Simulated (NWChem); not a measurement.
System: C2H3Cl3; SMILES CC(Cl)(Cl)Cl

Output (shortened):

```
             Northwest Computational Chemistry Package (NWChem) 7.3.0
             --------------------------------------------------------

 C3  symmetry detected

                             Geometry "geometry" -> ""
                             -------------------------

 Output coordinates in angstroms (scale by  1.889725989 to convert to a.u.)

  No.       Tag          Charge          X              Y              Z
 ---- ---------------- ---------- -------------- -------------- --------------
    1 C                    6.0000     0.00000000     0.00000000     1.77175070
    2 C                    6.0000    -0.00000000     0.00000000     0.26262746
    3 Cl                  17.0000    -1.43508892     0.84658122    -0.36512162
    4 Cl                  17.0000    -0.01561638    -1.66611408    -0.36512162
    5 Cl                  17.0000     1.45070531     0.81953285    -0.36512162
    6 H                    1.0000     0.00959241     1.02411169     2.13831127
    7 H                    1.0000     0.88211053    -0.52036312     2.13831127
    8 H                    1.0000    -0.89170294    -0.50374857     2.13831127

 Effective nuclear repulsion energy (a.u.)     362.3961338197

      Symmetry information
      --------------------

 Group name             C3
 Group number              5
 Group order               3
 No. of unique centers     4

                                Z-matrix (autoz)
                                --------

 Units are Angstrom for bonds and degrees for angles

[...]

      ----------------------
      Optimization converged
      ----------------------

  Step       Energy      Delta E   Gmax     Grms     Xrms     Xmax
  ---- ---------------- -------- -------- -------- -------- --------
@    3   -1457.57314473 -1.7D-07  0.00007  0.00002  0.00017  0.00047
                                     ok       ok       ok       ok

                                Z-matrix (autoz)
                                --------

 Units are Angstrom for bonds and degrees for angles

[...]

 Rotational Constants
 --------------------
 A=   0.078917 cm-1  (  0.113542 K)
 B=   0.078917 cm-1  (  0.113542 K)
 C=   0.056638 cm-1  (  0.081487 K)

 Temperature                      =   298.15K
 frequency scaling parameter      =   1.0000

 Zero-Point correction to Energy  =   29.869 kcal/mol  (  0.047600 au)
 Thermal correction to Energy     =   33.509 kcal/mol  (  0.053401 au)
 Thermal correction to Enthalpy   =   34.102 kcal/mol  (  0.054344 au)

 Total Entropy                    =   75.981 cal/mol-K
   - Translational                =   40.526 cal/mol-K (mol. weight = 131.9300)
   - Rotational                   =   25.722 cal/mol-K (symmetry #  =        3)
   - Vibrational                  =    9.734 cal/mol-K

 Cv (constant volume heat capacity) =   19.707 cal/mol-K
   - Translational                  =    2.979 cal/mol-K
   - Rotational                     =    2.979 cal/mol-K
   - Vibrational                    =   13.748 cal/mol-K

[normal modes left out]

 ----------------------------------------------------------------------------
 Normal Eigenvalue ||           Projected Infra Red Intensities
  Mode   [cm**-1]  || [atomic units] [(debye/angs)**2] [(KM/mol)] [arbitrary]
 ------ ---------- || -------------- ----------------- ---------- -----------
    1       -0.000 ||    0.000312           0.007         0.304       0.173
    2       -0.000 ||    0.000429           0.010         0.418       0.238
    3       -0.000 ||    0.000398           0.009         0.388       0.221
    4       -0.000 ||    0.000018           0.000         0.018       0.010
    5        0.000 ||    0.000004           0.000         0.004       0.002
    6        0.000 ||    0.000113           0.003         0.110       0.063
    7      242.764 ||    0.000383           0.009         0.374       0.213
    8      242.773 ||    0.000383           0.009         0.374       0.213
    9      313.771 ||    0.000000           0.000         0.000       0.000
   10      349.169 ||    0.000902           0.021         0.879       0.501
   11      349.181 ||    0.000902           0.021         0.880       0.501
   12      353.834 ||    0.002527           0.058         2.463       1.403
   13      544.153 ||    0.012784           0.295        12.462       7.098
   14      727.478 ||    0.119348           2.753       116.347      66.261
   15      727.481 ||    0.119353           2.754       116.352      66.264
   16     1092.393 ||    0.060118           1.387        58.606      33.377
   17     1092.394 ||    0.060118           1.387        58.606      33.377
   18     1116.369 ||    0.025477           0.588        24.836      14.145
   19     1390.007 ||    0.016467           0.380        16.053       9.142
   20     1447.877 ||    0.005051           0.117         4.924       2.804
   21     1447.883 ||    0.005051           0.117         4.923       2.804
   22     3078.305 ||    0.000917           0.021         0.894       0.509
   23     3194.079 ||    0.000615           0.014         0.599       0.341
   24     3194.080 ||    0.000615           0.014         0.599       0.341
 ----------------------------------------------------------------------------
```

Level: PBE0/def2-SVP. 

Question: Reconstruct the input file.

Answer: One answer among several that fit: the input that was run:
```
start job
memory heap 200 mb stack 900 mb global 1100 mb
geometry units angstroms
  C      1.764848    -0.487341     0.034457
  C      0.310425    -0.085719     0.006059
  Cl    -0.556798    -0.958454    -1.280993
  Cl     0.147396     1.661329    -0.296417
  Cl    -0.474311    -0.458850     1.560156
  H      1.846460    -1.556062     0.220012
  H      2.279305     0.054238     0.825213
  H      2.228605    -0.252843    -0.921161
end
basis spherical
  * library def2-svp
end
dft
  xc pbe0
  iterations 150
end
driver
  maxiter 120
end
task dft optimize
task dft freq
```
